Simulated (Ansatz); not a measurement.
# Ag⁺ ··· SbH3

The pair of Ag⁺ (SMILES [Ag+], atom 1) and SbH3 (SMILES [SbH3], atoms 2–5), both closed shells, in one local arrangement (a lower one may exist), relaxed at PBE0-D4/def2-TZVP:

```
atom    x (Å)    y (Å)    z (Å)
 Ag1  -0.2064   0.6244  -2.4701
 Sb2   0.0067  -0.0204   0.0800
  H3   0.9887   0.9653   1.0144
  H4   0.6279  -1.5413   0.4115
  H5  -1.4169  -0.0281   0.9644
```

Computed with Ansatz 0.2.0 (basis: def2-TZVPPD, with def2-QZVPPD for the basis limit); correlated methods freeze the cores. Filled d shells of the heavier atoms are correlated. Core potentials replace the inner electrons of the atoms past krypton. The def2 sets are not built for correlating such inner shells, so the correlated values are less sure here. B3LYP uses VWN-RPA correlation. Extrapolation: Hartree–Fock as exp(−7.88 √X), correlation as X^−2.97. Interaction energies count from these two fragments, frozen as in the pair, with the counterpoise correction; negative means bound.

Problem. What is the interaction energy by CCSD(T) at an estimated basis limit (MP2 extrapolated from triple and quadruple zeta, plus CCSD(T) − MP2 in triple zeta)? (To be estimated.)

Solution. By the calculation: -198.2 kJ/mol. Hartree–Fock alone gives -118.9 kJ/mol at the basis limit. It counts from the two fragments frozen as in the pair.

The same quantity by other methods in triple zeta, and each one's difference from that estimate:
| method | E_int (kJ/mol) | difference |
| --- | --- | --- |
| PBE-D4 | -233.2 | -35.0 |
| revPBE-D4 | -213.6 | -15.4 |
| BLYP-D4 | -223.3 | -25.1 |
| r2SCAN-D4 | -224.4 | -26.2 |
| B97M-V | -211.0 | -12.8 |
| PBE0-D4 | -209.3 | -11.1 |
| B3LYP-D4 | -207.7 | -9.5 |
| HSE06-D4 | -209.3 | -11.1 |
| wB97X-V | -193.3 | 4.9 |
| wB97M-V | -189.9 | 8.3 |
| B2PLYP | -193.6 | 4.6 |
| HF | -117.7 | 80.5 |
| MP2 | -190.9 | 7.3 |
| CCSD | -166.9 | 31.3 |
| CCSD(T) | -175.4 | 22.8 |
Differences are method less estimate.

Problem. Which atoms make the shortest contact between the fragments?

Solution. Ag1 and Sb2, 2.64 Å apart.

Energy to bend the free fragments (PBE0-D4 minima) into their shapes in the pair, CCSD(T)/def2-TZVPPD: SbH3 18.1 kJ/mol. This must be added to the interaction energy to get the binding energy from relaxed fragments.

Basis-set superposition shift (counterpoise-corrected less uncorrected): CCSD(T) 8.6; MP2 8.5; HF 0.2; PBE0-D4 0.2; wB97M-V 0.3 kJ/mol.

T1 diagnostic: at most 0.014.

For scale, one of the runs: CCSD(T)/def2-TZVPPD, 163 basis functions, launched by `ansatz run in.yaml --threads 4 --pin off --events-out ev --progress --plain --max-ram 9574MiB`. Time: 31 s of wall clock on 4 CPU threads of an AMD EPYC 9B14; the host was shared. Peak host memory: 1.7 GiB.
